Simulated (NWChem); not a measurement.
System: C$_{2}$H$_{3}$Br; SMILES C=CBr

All runs: NWChem. Geometry: optimised at B3LYP/6-31G* (spherical d). Static field.

**Question.** Estimate the computed values for B3LYP/def2-SVPD. Quantities: isotropic polarisability (bohr³); anisotropy (bohr³).

**Answer.** 
- isotropic polarisability (bohr³): 48.6
- anisotropy (bohr³): 28.4
